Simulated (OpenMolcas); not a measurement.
Ag³⁺: effect of the IPEA shift

| Item | Value |
| --- | --- |
| Program | OpenMolcas 26.06 |
| Basis | ANO-RCC-VTZP [7s6p4d2f1g] |
| Scalar Hamiltonian | DKH2, point nucleus |
| Active space | 8 electrons in 9 orbitals (RAS2 4d 5s; RAS3 5p, at most 2 electrons) |
| State averaging | 2S+1 = 3 even, 60 roots; 2S+1 = 5 even, 10 roots kept (CI in the orbitals of an earlier block); 2S+1 = 1 even, 50 roots kept (CI in the orbitals of an earlier block); 2S+1 = 3 odd, 9 roots (0 in the spin-orbit step); 2S+1 = 5 odd, 21 roots kept (CI in the orbitals of an earlier block); 2S+1 = 1 odd, 9 roots kept (CI in the orbitals of an earlier block, 0 in the spin-orbit step) |
| Spin-orbit coupling | state interaction with AMFI integrals over the reference wave functions, term energies averaged over their components |

Methods on the same reference wave functions:
A. RASSCF
B. MS-RASPT2, IPEA 0 Eh, imaginary shift 0.1 Eh (closed shells correlated: 4s 4p)
C. MS-RASPT2, IPEA 0.25 Eh, imaginary shift 0.1 Eh (closed shells correlated: 4s 4p)

Energies in cm-1 above 4d8 3F4, the measured ground level; measured values from the list in Gamrath, thesis, University of Mons (2023).

```
               Level       A       B       C  Measured
             4d8 3F4     0.0     0.0     0.0       0.0
             4d8 3F3    4153    4180    4180      4172
             4d8 3F2    6199    5780    5790      5830
             4d8 3P1   19972   15820   16100     15900
             4d8 3P0   20312   16050   16330     16092
             4d8 1G4   24811   21400   21250     20570
             4d8 1S0   57246   48080   48130     47139
          4d7 5s 5F5   94016   96230   97080     96397
          4d7 5s 5F4   96592   98810   99650     99147
          4d7 5s 5F3   98582  100800  101640    101261
          4d7 5s 5F2   99932  102120  102970    102633
          4d7 5s 5F1  100770  102920  103780    103472
       4d7 5s 3F4(1)  105701  106740  107630          
       4d7 5s 3F3(1)  109139  110080  111000          
       4d7 5s 3F2(1)  111209  112210  113130          
          4d7 5s 5P3  112186  110920  112060          
          4d7 5s 5P2  112510  110830  112070    110779
          4d7 5s 5P1  114090  112580  113800    112612
          4d7 5s 3G5  115768  115490  116940    115550
          4d7 5s 3G4  116982  116660  118100    116806
          4d7 5s 3G3  119043  118720  120200          
          4d7 5s 3H6  121986  121450  122820    120871
   4d7 5s 1G4 [55 %]  122423  121630  123080          
4d7 5s 3P0(1) [62 %]  122667  119920  121400    120216
```

Deviations, from unrounded energies. A percentage is the sum of absolute deviations over the sum of measured energies, with the sign that they share, or ± where signs differ.

```
                        Against measurement  Levels      A     B     C
             mean absolute deviation (cm-1)      17   2500   300   750
      fine structure of the ground term (%)       2   ±3.9  ±0.6  ±0.5
other terms of the ground configuration (%)       4  +22.7  ±1.9  +2.1
                   other configurations (%)      11   ±1.7  ±0.3  +0.9
```

B lies closest to measurement on these levels and A furthest from it. The largest miss of B in the table is 4d8 1S0, by +940 cm-1. The ranking rests on the paired levels alone, and a cruder setting can come out closer through cancelling errors.

Between B and C the level of the table that moves most is 4d7 5s 3P0(1) [62 %], by 1500 cm-1 (lowest in B, highest in C). Moves below CASPT2's spread within the term are not significant.

The mean deviations of B to C differ by less than CASPT2's widest spread within a term (1200 cm-1), so their order carries little weight.

From A to B the spin-free energies of the other terms of 4d8 shown, above 3F, scale by factors of 0.74 to 0.84, as is usual when dynamic correlation screens the repulsion within a d or f shell.

The lowest spin-free term lies below A's lowest term by 0.457 hartree in B, 0.451 hartree in C.

CASPT2 does not keep the components of a term degenerate, so their means are used; among the terms shown or strongly mixed into the levels shown the widest spread is 1200 cm-1 (4d7 5s 5F, B). Some high roots are left out of the spin-orbit mixing, which shifts the levels that they would mix with. Terms from blocks run as CI alone lack orbitals of their own. A single d shell beside an s shell can misplace configurations of different d count against each other. Without dynamic correlation excited terms often stand tens of per cent too high (terms of higher spin than the ground term too low), and those without a measured partner can miss by more than the paired ones (holds for A). The CASPT2 spread within a term exceeds the gap to the next term for 4d7 5s 1G and 4d7 5s 3H, so the order of their levels is uncertain, and so are names and mixing where such terms share a J (holds for B; C). Computed and measured levels are paired by configuration, term and J; levels that our copy of the source lacks, or whose pairing is in doubt (as where it misses far off the trend of its configuration), stay unpaired and out of the deviations. Levels of configurations outside the active space are missing. Levels that lie high or do not pair safely by name in every column are left out.

A share in square brackets marks a mixed level and gives the weight of the term that names it, the lowest over the columns. A number in round brackets counts repeated terms of one configuration in the order of the reference energies.
